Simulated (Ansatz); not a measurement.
Basis sets compared for the cluster Sn2O6. The state is a singlet with charge 0. Geometry B3LYP-D4/def2-SVP. Ansatz on 4 threads of Arm Neoverse V1 on a shared host; times are rough, and most runs start from earlier orbitals.

```xyz
8

Sn    0.613    1.755    0.251
Sn   -1.707   -0.272    0.862
O     1.269   -0.841   -0.995
O     0.559   -0.420    1.142
O     1.099   -1.431    0.283
O    -1.157    1.648    1.204
O    -0.692    0.337   -1.096
O     0.016   -0.777   -1.652
```

In the def2 sets Sn takes a core potential; there is no spin–orbit coupling. The structure holds 4 bonds between oxygen atoms, so isomers without such links may lie far lower. The structure comes from a short search, and lower isomers may exist.

Binding counts from free atoms (Sn triplet, O triplet) in the same basis, without a counterpoise term.

```json
{"level": "PBE-D4/def2-SVP", "functions": "136", "energy (Eh)": "-878.9815", "HOMO (eV)": "-5.86", "LUMO (eV)": "-2.39", "binding per atom (eV)": "3.42", "wall time": "1.8 s"}
{"level": "PBE-D4/def2-TZVP (with forces)", "functions": "286", "energy (Eh)": "-879.5512", "HOMO (eV)": "-5.95", "LUMO (eV)": "-2.56", "binding per atom (eV)": "3.38", "wall time": "5.5 s"}
{"level": "PBE0-D4/def2-SVP", "functions": "136", "energy (Eh)": "-878.9212", "HOMO (eV)": "-7.13", "LUMO (eV)": "-1.66", "binding per atom (eV)": "2.94", "wall time": "2.9 s"}
{"level": "PBE0-D4/def2-TZVP", "functions": "286", "energy (Eh)": "-879.4913", "HOMO (eV)": "-7.16", "LUMO (eV)": "-1.81", "binding per atom (eV)": "2.93", "wall time": "8.5 s"}
{"level": "ωB97X-V/def2-TZVP", "functions": "286", "energy (Eh)": "-879.7488", "HOMO (eV)": "-9.32", "LUMO (eV)": "0.09", "binding per atom (eV)": "3.02", "wall time": "18 s"}
```

Problem. Estimate the rows for PBE-D4/def2-TZVPD, PBE0-D4/def2-TZVPD, ωB97X-V/def2-TZVPD.

Solution. 
```json
{"level": "PBE-D4/def2-TZVPD", "functions": "352", "energy (Eh)": "-879.5559", "HOMO (eV)": "-5.98", "LUMO (eV)": "-2.59", "binding per atom (eV)": "3.38", "wall time": "7.5 s"}
{"level": "PBE0-D4/def2-TZVPD", "functions": "352", "energy (Eh)": "-879.4958", "HOMO (eV)": "-7.17", "LUMO (eV)": "-1.84", "binding per atom (eV)": "2.93", "wall time": "13 s"}
{"level": "ωB97X-V/def2-TZVPD", "functions": "352", "energy (Eh)": "-879.7535", "HOMO (eV)": "-9.33", "LUMO (eV)": "0.02", "binding per atom (eV)": "3.02", "wall time": "28 s"}
```
